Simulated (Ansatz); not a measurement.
Ansatz (a program for electronic structure) input (B3LYP-D3(BJ)/def2-TZVP):

Ansatz 0.2 input:
```yaml
crystal:
  periodic: [false, false, false]
  atoms:
    - {symbol: B, position_ang: [-0.07634656, -0.32766807, -0.04030948]}
    - {symbol: C, position_ang: [0.25219664, 1.22980062, 0.16580409]}
    - {symbol: O, position_ang: [-1.32243611, -0.86102290, -0.08541014]}
    - {symbol: C, position_ang: [-2.51100364, -0.12542474, 0.04557128]}
    - {symbol: O, position_ang: [0.89366656, -1.26763445, -0.18293417]}
    - {symbol: C, position_ang: [2.26639962, -0.97446629, -0.17032677]}
    - {symbol: H, position_ang: [0.91406479, 1.59417629, -0.61794481]}
    - {symbol: H, position_ang: [-0.63418810, 1.85753533, 0.16741408]}
    - {symbol: H, position_ang: [0.76846682, 1.38878552, 1.11153694]}
    - {symbol: H, position_ang: [-3.33803651, -0.83351041, -0.02244405]}
    - {symbol: H, position_ang: [-2.55721617, 0.38686244, 1.01131724]}
    - {symbol: H, position_ang: [-2.60936425, 0.61663933, -0.75273489]}
    - {symbol: H, position_ang: [2.80192866, -1.92091287, -0.25359257]}
    - {symbol: H, position_ang: [2.54114760, -0.33172572, -1.01206234]}
    - {symbol: H, position_ang: [2.55889196, -0.47510470, 0.75798185]}
basis:
  gaussian:
    orbitals: def2-TZVP
hamiltonian:
  xc: b3lyp
  dispersion: d3bj
relax: {f_tol: 0.002, max_steps: 150}
```

End of the output:

```
Atom 1 at     0.237484     1.184042     0.153032 Å, force     0.000519     0.001128     0.000176 eV/Å
Atom 2 at    -1.338942    -0.880674    -0.078958 Å, force     0.000223     0.000241     0.000179 eV/Å
Atom 3 at    -2.515370    -0.102235     0.039313 Å, force     0.000202    -0.000088    -0.000051 eV/Å
Atom 4 at     0.903601    -1.288857    -0.169227 Å, force    -0.000144     0.000208     0.000189 eV/Å
Atom 5 at     2.278637    -0.954679    -0.151144 Å, force    -0.000041     0.000061    -0.000048 eV/Å
Atom 6 at     0.824938     1.562395    -0.689030 Å, force    -0.000391    -0.000263     0.000454 eV/Å
Atom 7 at    -0.646097     1.813968     0.246216 Å, force     0.000373    -0.000282    -0.000028 eV/Å
Atom 8 at     0.852647     1.345084     1.043536 Å, force    -0.000409    -0.000100    -0.000455 eV/Å
Atom 9 at    -3.364575    -0.780592    -0.030666 Å, force     0.000057     0.000044    -0.000008 eV/Å
Atom 10 at    -2.560228     0.415772     1.000971 Å, force     0.000054    -0.000060    -0.000043 eV/Å
Atom 11 at    -2.591330     0.636662    -0.762804 Å, force     0.000011    -0.000037     0.000053 eV/Å
Atom 12 at     2.843298    -1.877440    -0.276377 Å, force    -0.000081     0.000066     0.000010 eV/Å
Atom 13 at     2.537719    -0.272311    -0.965471 Å, force    -0.000020    -0.000047     0.000071 eV/Å
Atom 14 at     2.568188    -0.492840     0.796876 Å, force    -0.000068    -0.000075    -0.000064 eV/Å
Dipole moment:     0.076359     0.410833     0.050336 e Å
```
